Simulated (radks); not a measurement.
Results of a calculation; reference values are marked as such.
The tin anion Sn4-, [Xe], held by a Watson sphere: a shell of charge +4 at radius R that stands for the Madelung well of a crystal (potential energy -4/R inside, -4/r outside, in hartree with lengths in bohr). Level of theory: scalar-relativistic Kohn-Sham, PBEsol, spin-unpolarised, spherical densities, finite nucleus; Fermi nuclear charge, rms radius of each element as measured or else 0.836 A^(1/3) + 0.57 fm (a radial shooting solver on a logarithmic mesh with Libxc functionals). Response by self-consistent Sternheimer equations with the Hartree and adiabatic LDA kernel, the relativistic mass of each level held fixed and spin-orbit coupling left out. The sphere does not respond.

R (bohr),e(4d) (eV),e(5s) (eV),e(5p) (eV),<r> 5p (bohr),sum of <r^2> (bohr^2),X-ray form factor at sin(theta)/lambda = 0.2 1/angstrom,alpha (bohr^3)
3.86,-23.662,-10.423,-4.944,3.584,128.2,39.966,131.7
4.3,-23.380,-9.688,-4.407,3.832,141.9,40.024,177.7
4.43,-23.321,-9.508,-4.264,3.906,146.1,40.044,193.9
4.64,-23.242,-9.248,-4.048,4.027,153.1,40.078,222.7
5.51,-23.067,-8.514,-3.331,4.534,185.0,40.195,382.5
